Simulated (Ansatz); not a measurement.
Ideal-gas functions of `S[PH][GaH2]` at 800 K and 1 bar, from an Ansatz frequency run at PBE0-D4/def2-TZVP.

Molar mass 136.8 g/mol, point group C1 (symmetry number 1), electronic degeneracy 1, moments of inertia 85.566, 174.819, 245.175 u Å². Harmonic wavenumbers (cm⁻¹, unscaled): 174, 302, 331, 387, 451, 472, 572, 633, 681, 715, 923, 1988, 2000, 2406, 2708.

Use S(trans) = R[1.5 ln M + 2.5 ln T − 1.1517]; rotational temperatures θ = 24.2544 K / I; S(rot) = R[ln(√π/σ · √(T³/θAθBθC)) + 1.5]; for each mode x = 1.438777 ν̃/T, S = R[x/(eˣ − 1) − ln(1 − e⁻ˣ)] and H = RT x/(eˣ − 1); 1 cm⁻¹ = 0.0119627 kJ/mol; R = 8.31446 J/(mol·K).

Task: By hand: the entropy, in J/(mol·K).

Result: Translation 190.7. Rotation: θ = 0.2835, 0.1387, 0.0989 K, giving 123.7. Vibration, mode by mode: 18.01, 13.49, 12.75, 11.49, 10.28, 9.92, 8.44, 7.67, 7.13, 6.77, 4.99, 1.09, 1.07, 0.59, 0.38, in all 114.1. Electronic 0.0. Sum 428.5 J/(mol·K).

Task: By hand: H − E and G − E in kJ/mol, counted from the electronic energy.

Result: Zero-point energy ½ × 14743 × 0.0119627 = 88.2; thermal vibration 47.3; translation, rotation and pV give 4 RT = 26.6. H − E = 162.1 kJ/mol, and G − E = 162.1 − 800 × 428.5/1000 = -180.7 kJ/mol.

Vibration gives 27 % of the entropy. The sum counts one conformer and one mirror image; others add a mixing term.
